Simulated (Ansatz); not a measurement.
The molecule Mo2, closed-shell singlet (lowest of 2S+1 = 1, 3, 5, 7, 9, 11 at CCSD(T)/def2-TZVPP on PBE0 minima; our sources give no spin for the ground state, which may be another). No spin–orbit coupling.

Seven points along R, fitted to fifth degree in 1/R; most abundant isotopes. Runs in def2 and cc sets follow the lowest solution found near the PBE0 minimum. The singlet is held restricted.

The values were computed with Ansatz (a first-principles code). Values without a source in brackets are computed. In def2 rows elements past Kr take small-core potentials, without spin–orbit coupling.

Energies at B3LYP/def2-TZVPP:

```
R (Å)       E (hartree)
--------  -------------
1.743320  -136.31946559
1.790184  -136.33838359
1.833298  -136.34836798
1.882036  -136.35288343
1.930774  -136.35175337
1.987010  -136.34508895
2.052619  -136.33197055
```

### Question
With a reduced mass of 48.9527 u, find the minimum, the force constant and the constants.

### Answer
A fifth-degree polynomial in 1/R puts the minimum at r_e = 1.8951 Å with force constant 963 N/m. Then ω_e = (1/2πc)√(k/μ) = 578 cm⁻¹ and B_e = h/(8π²cμr_e²) = 0.09589 cm⁻¹; the cubic and quartic terms give α_e = 0.00022 and ω_e x_e = 0.89 cm⁻¹.
